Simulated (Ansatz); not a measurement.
Caution, from a PySCF single point (PBE0-D3(BJ)/def2-TZVPD) at this geometry: the highest occupied level lies above zero, so the state may not be bound. This triplet is an excited state, 0.75 eV above the relaxed singlet at the level frozen-core CCSD(T)/aug-cc-pVDZ // PBE0-D3(BJ)/def2-TZVPD (Ansatz, a program for electronic structure).

A geometry relaxed with Ansatz with PBE0-D3(BJ)/def2-TZVPD, charge -1, multiplicity 3:

```xyz
7

H     -2.0544    -0.7467    -0.1912
H      1.4264     0.9501     0.4259
H     -1.5225     0.6126     0.6527
H      2.1170    -0.2704    -0.5104
B      0.0299    -0.4880    -0.3369
N      1.2688     0.1159    -0.1172
N     -1.2653    -0.1735     0.0771
```

### Question
Write the SMILES of this molecule.

### Answer
`N[B-]N`
